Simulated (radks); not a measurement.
Spherical quantum dot in the effective-mass picture: electrons in a parabolic well V = omega^2 r^2 / 2 with omega = 0.962, with a point charge +1 (a donor) at the centre, all in effective atomic units (hartree* = m*/eps^2 hartree, bohr* = eps/m* bohr), one dielectric constant everywhere. Method: non-relativistic Kohn-Sham, LDA (Slater exchange, Perdew-Wang correlation), spin-polarised, spherical densities; computed with a radial shooting solver with Libxc functionals. Levels are named by radial order and angular momentum (1s, 1p, 1d, 2s, ...), and open shells are averaged over m.

N = 17, configuration 1s2 1p6 1d(up 5, down 2) 2s2. This is the lowest configuration that the search found. Occupied and some empty levels:

level,occupation,eigenvalue (hartree*),<r> (bohr*)
1s up,1,8.4218,1.404
1s down,1,8.4517,1.382
1p up,3,9.0389,2.017
1p down,3,9.0848,2.013
2s up,1,9.4965,1.968
2s down,1,9.5287,1.984
1d up,5,9.5991,2.331
1d down,2,9.6471,2.335
1f up,0,10.203,2.569
1f down,0,10.249,2.577
2p up,0,10.336,2.268
2p down,0,10.367,2.272
1g up,0,10.852,2.771
1g down,0,10.894,2.780

Energy (hartree*): total 97.5793, kinetic 15.320, external 27.473, Hartree 62.301, exchange-correlation -7.5141.
